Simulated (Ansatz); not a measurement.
**Molecular dynamics of AlFH4Si2**

Input file:

```yaml
crystal:
  periodic: [false, false, false]
  atoms:
    - { symbol: F, position_ang: [-0.186834, 1.363017, -2.358251] }
    - { symbol: Si, position_ang: [-0.852912, 1.517259, -0.77327] }
    - { symbol: Si, position_ang: [4.9e-05, 0.363653, 0.920605] }
    - { symbol: Al, position_ang: [0.989202, -1.782401, 0.407993] }
    - { symbol: H, position_ang: [-1.724346, 2.760334, -0.802017] }
    - { symbol: H, position_ang: [-0.922277, 0.649329, 2.094773] }
    - { symbol: H, position_ang: [1.487862, -2.036333, -1.106078] }
    - { symbol: H, position_ang: [1.209256, -2.834849, 1.616254] }
basis:
  gaussian: { orbitals: "6-31G" }
hamiltonian:
  xc: revpbe
  dispersion: d4
md:
  timestep: 0.5
  n_steps: 241
  ensemble: nve
  temperature: 300.0
  initial_velocities: maxwell_boltzmann
  seed: 166582
```

Run as:

```bash
$ ansatz run input.yaml --threads 1 --pin off --max-ram 2048MiB --backend cpu --events-out ev --progress --plain --runs-dir out
```

It starts from a relaxed structure.

Output, in part (step lines, the closing report, with atoms numbered from 0):

```
md step     0: t =     0.00 fs  T =   300.0 K  F+E_penalty+E_count = -25125.17773067 eV  E_kin = 0.232668 eV  conserved = -25124.94506267 eV  (24 SCF iters)
[... lines left out ...]
Total energy: -25125.04498373 eV, -923.3283727850 hartree
Atom 0 at    -0.160585     1.481299    -2.381399 Å, force    -0.024005    -0.121839     0.222024 eV/Å
Atom 1 at    -0.928161     1.457155    -0.823368 Å, force     0.567461    -0.341377     0.359698 eV/Å
Atom 2 at     0.095721     0.385905     0.954665 Å, force    -0.449294     0.530238    -0.511331 eV/Å
Atom 3 at     0.961336    -1.806116     0.447257 Å, force     0.138166    -0.172718    -1.305625 eV/Å
Atom 4 at    -1.767433     2.721168    -0.864232 Å, force    -0.136446     0.014505     0.153866 eV/Å
Atom 5 at    -0.963804     0.334760     2.054814 Å, force    -0.049674     0.171568    -0.039962 eV/Å
Atom 6 at     1.416434    -2.157676    -1.146873 Å, force    -0.139692     0.175776     0.759196 eV/Å
Atom 7 at     1.047444    -2.899671     1.591368 Å, force     0.093483    -0.256154     0.362134 eV/Å
Dipole moment:    -0.250365     0.044885     0.306319 e Å
```

The steps, from the saved trajectory:

```
time (fs)  T (K)  potential energy less start (eV)  conserved less start (meV/atom)
      0.0    300                             0.000                             0.00
      4.0    171                             0.101                             0.09
      8.0    212                             0.069                             0.01
     12.0     65                             0.183                             0.09
     16.0    118                             0.141                             0.03
     20.0     97                             0.158                             0.07
     24.0    159                             0.109                             0.04
     28.0    182                             0.092                             0.06
     32.0    183                             0.091                             0.05
     36.0    197                             0.080                             0.05
     40.0    156                             0.112                             0.06
     44.0    148                             0.118                             0.05
     48.0    118                             0.141                             0.05
     52.0     81                             0.171                             0.08
     56.0    152                             0.115                             0.02
     60.0    112                             0.146                             0.08
     64.0    229                             0.055                             0.01
     68.0    138                             0.126                             0.09
     72.0    222                             0.061                             0.01
     76.0     78                             0.173                             0.10
     80.0    147                             0.119                             0.01
     84.0     68                             0.181                             0.08
     88.0    153                             0.114                             0.04
     92.0    173                             0.099                             0.06
     96.0    202                             0.076                             0.05
    100.0    202                             0.076                             0.05
    104.0    150                             0.117                             0.05
    108.0    132                             0.131                             0.05
    112.0     90                             0.163                             0.06
    116.0     97                             0.158                             0.05
    120.0    135                             0.129                             0.04
```

The run went to its last step. The conserved energy stayed within 0.099 meV per atom of its start (net change 0.045 meV per atom), so the integration is sound. The temperature averaged 0.49 of the 300 K drawn at the start: a run that starts near a minimum puts about half its kinetic energy into the potential. A run of 0.12 ps of so small a system gives no equilibrium averages. Limits of this set-up: no polarisation functions.

The same pairs are bonded in the first frame and the last. Pairs count as bonded within 1.25 times the sum of covalent radii (0.12 Å more for H–H).

Last frame:

```xyz
8
Properties=species:S:1:pos:R:3
F -0.161 1.481 -2.381
Si -0.928 1.457 -0.823
Si 0.096 0.386 0.955
Al 0.961 -1.806 0.447
H -1.767 2.721 -0.864
H -0.964 0.335 2.055
H 1.416 -2.158 -1.147
H 1.047 -2.900 1.591
```

Time of the run: 9.4 min on 1 CPU thread of a shared host.
